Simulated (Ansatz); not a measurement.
Reaction (ligand exchange at the Si–C bond): `OC(O)(Cl)[SiH2]Cl` + `[NH2][GeH3]` → `Cl[SiH2][NH][GeH3]` + `OC(O)Cl`

Computed with Ansatz on PBE0-D4/def2-TZVP structures; ΔE is electronic, products minus reactants. CCSD(T)/CBS is the MP2 limit (def2-TZVPP, def2-QZVPP) plus CCSD(T) − MP2 in def2-TZVPP, frozen cores. DFT in def2-TZVPP. HSE06 is defined as in plane-wave codes. For Ge outer-core shells are correlated without core-valence functions, which leaves a few kJ/mol of doubt a bond. Scalar relativity is left out up to krypton. One conformer a species, not always the lowest.

| level | ΔE (kJ/mol) |
| --- | --- |
| revPBE-D4 | -78.2 |
| r2SCANh-D4 | -90.5 |
| BHLYP-D4 | -100.4 |
| r2SCANh | -91.2 |
| HSE06 | -90.3 |
| RPA@PBE/def2-TZVPP | -92.9 |
| HF/def2-SVP | -109.1 |
| CCSD/def2-TZVPP | -99.1 |

(1) What does CCSD(T)/CBS give? (Estimate.)

Largest T1 diagnostic among the species: 0.011.

## Answers

(1) The calculation gave: -93.6 kJ/mol. The listed levels differ from it by 15.4, 3.1, -6.8, 2.4, 3.3, 0.7, -15.5, -5.5 kJ/mol.

In def2-TZVPP, CCSD(T) changes the Hartree–Fock value by +19.4 kJ/mol (the triples alone add +3.8 kJ/mol) and MP2 by +17.8 kJ/mol. From PBE to PBE0 (25 % exact exchange), in def2-TZVPP and without D4, ΔE moves by −8.5 kJ/mol.

CCSD(T)/CBS has its own doubt, a few kJ/mol and more with outer-core shells, so smaller differences from it don't rank the levels.
